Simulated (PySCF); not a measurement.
**Exact mass, isotope pattern and composition**

Species: Ge(OEt)2H2, `CC[O][GeH2][O]CC`.

Calculated for natural abundance.

What are the average molar mass and the monoisotopic mass?

For C4H12GeO2, with standard atomic weights, 1 × 72.630 + 2 × 15.999 + 4 × 12.011 + 12 × 1.008 = 164.768 g/mol. From the most abundant isotopes (74Ge, 16O, 12C, 1H), 1 × 73.921178 + 2 × 15.994915 + 4 × 12.000000 + 12 × 1.007825 = 166.0049 u.

What cluster does the molecular ion M+• show when like nominal masses merge?

```json
{"nominal mass": "162", "m/z (centroid)": "162.0074", "relative intensity": "56.7"}
{"nominal mass": "163", "m/z (centroid)": "163.0109", "relative intensity": "2.6"}
{"nominal mass": "164", "m/z (centroid)": "164.0053", "relative intensity": "75.2"}
{"nominal mass": "165", "m/z (centroid)": "165.0069", "relative intensity": "24.4"}
{"nominal mass": "166", "m/z (centroid)": "166.0044", "relative intensity": "100.0"}
{"nominal mass": "167", "m/z (centroid)": "167.0079", "relative intensity": "4.6"}
{"nominal mass": "168", "m/z (centroid)": "168.0047", "relative intensity": "21.2"}
{"nominal mass": "169", "m/z (centroid)": "169.0081", "relative intensity": "1.0"}
{"nominal mass": "170", "m/z (centroid)": "170.0093", "relative intensity": "0.1"}
```

Cut off at 0.1 %. One electron mass, 0.00055 u, is taken off. Abundances used (%; other tables differ somewhat): 70Ge 20.84, 72Ge 27.54, 73Ge 7.73, 74Ge 36.28, 76Ge 7.61; 16O 99.757, 17O 0.038, 18O 0.205; 12C 98.93, 13C 1.07; 1H 99.9885, 2H 0.0115.

What resolving power m/Δm just matches the spacing of the species with one 76Ge and with one 18O?

They lie 0.00402 u apart at mass 168.01, so m/Δm is about 42000.

Which m/z would the protonated, sodiated and deprotonated molecule have?

[M+H]+ 167.0122, [M+Na]+ 188.9941, [M−H]− 164.9976, for the monoisotopic species (arithmetic only; whether such ions form is another matter).

Resolve the fine structure: one atom at a time replaced by a minor isotope.

Intensity in % of the monoisotopic species:

| isotope | mass shift (u) | m/z | intensity (%) |
| --- | --- | --- | --- |
| 70Ge | -3.99693 | 162.0074 | 57.44 |
| 72Ge | -1.99910 | 164.0053 | 75.91 |
| 73Ge | -0.99772 | 165.0066 | 21.31 |
| 13C | +1.00335 | 167.0077 | 4.33 |
| 17O | +1.00422 | 167.0086 | 0.08 |
| 2H | +1.00628 | 167.0106 | 0.14 |
| 76Ge | +2.00022 | 168.0046 | 20.98 |
| 18O | +2.00425 | 168.0086 | 0.41 |

Species under 0.02 % are left out.

Protons, neutrons, electrons, and exact less nominal mass of the monoisotopic species?

84 protons, 82 neutrons and 84 electrons; 166.0049 − 166 = +0.0049 u.
